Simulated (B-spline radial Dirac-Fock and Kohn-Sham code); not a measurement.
**Relativistic shifts of the levels of Ce²⁺**

System: the Ce²⁺ ion in the configuration 1s2 2s2 2p6 3s2 3p6 3d10 4s2 4p6 4d10 4f2 5s2 5p6.

Both columns are ΔSCF binding energies of the configuration average from a radial B-spline solver: non-relativistic Hartree-Fock with a point nucleus, and Dirac-Fock with a finite nucleus and the Coulomb interaction alone, averaged over the two j levels with weights 2j+1.

```
shell  Hartree-Fock (eV)  Dirac-Fock (eV)  shift (eV)  shift (%)
   1s            38663.0          40613.1    +1950.12      +5.04
   2s             6096.6           6587.5     +490.87      +8.05
   2p             5749.6           5899.6     +150.02      +2.61
   3s             1347.9           1457.9     +109.95      +8.16
   3p             1197.1           1233.2      +36.14      +3.02
   3d              918.8            906.5      -12.31      -1.34
   4s              291.2            315.4      +24.21      +8.32
   4p              233.0            239.8       +6.73      +2.89
   4d              129.8            126.5       -3.35      -2.58
   4f              20.36            17.12       -3.24     -15.90
   5s              54.79            58.46       +3.67      +6.70
   5p              37.20            37.77       +0.58      +1.55
```

Relativity binds 1s, 2s, 2p, 3s, 3p, 4s, 4p, 5s, 5p more strongly, among those listed most of all 4s in relative terms, and 3d, 4d, 4f more weakly, because the contracted s and p shells screen the nucleus better.

Values without a named source are computed, but for edge energies of neutral atoms, which are taken from tables.
